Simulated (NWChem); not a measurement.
# InBrF$_{2}$; SMILES [F][In]([F])[Br]

Computed with NWChem. Coordinates come from a PBE0/def2-SVP optimisation. def2 effective core potentials on In; no spin-orbit coupling. Level PBE/def2-SVP: energy and gradient on several grids; changes count from the extra-fine grid, which is no exact limit either.

Q: Which is the coarsest grid (coarse; xfine; medium; fine; xcoarse) from which on the energy stays within 100 μHa and each gradient component within 200 μHa/bohr of xfine?

A: medium.
```
grid     size of the energy change (μHa)  largest change of a gradient component (μHa/bohr)
-------  -------------------------------  -------------------------------------------------
xcoarse                             7000                                               9000
coarse                                10                                               1000
medium                                10                                                 40
fine                                < 10                                               < 30
xfine                               < 10                                               < 30
```
